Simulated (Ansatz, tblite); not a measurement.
Forces on the cluster VO₂⁺ at its PBE-D4/def2-TZVP geometry. Total charge 1; singlet.

The xTB rows come from tblite. The structure holds one bond between oxygen atoms, so isomers without such links may lie far lower. At r2SCAN-D4/def2-TZVP the restricted singlet is unstable: a solution with broken spin symmetry lies lower. The geometry of the singlet was relaxed on an unsound state (an occupied level 0.35 eV above an empty one). At PBE0-D4/def2-TZVP a triplet of charge 1 lies 1.49 eV below the restricted singlet, each at its own geometry. That triplet is doubtful there (⟨S²⟩ 2.38, where a pure state has 2.00). The structure comes from a short search, and lower isomers may exist.

GFN1-xTB (tblite), largest force 6.94 eV/Å:

```xyz
3
positions Å, forces eV/Å
V     0.600   -0.723   -0.470   -0.777    0.935    0.608
O    -0.887    0.009    0.027    6.059    2.932    1.711
O     0.287    0.713    0.444   -5.282   -3.867   -2.320
```

GFN2-xTB (tblite), largest force 4.78 eV/Å:

```
V -2.112 2.542 1.655
O 4.676 0.899 0.459
O -2.564 -3.441 -2.114
```

r2SCAN-D4/def2-TZVP (Ansatz), largest force 0.47 eV/Å:

```
V -0.266 0.320 0.208
O 0.355 -0.027 -0.025
O -0.089 -0.293 -0.183
```
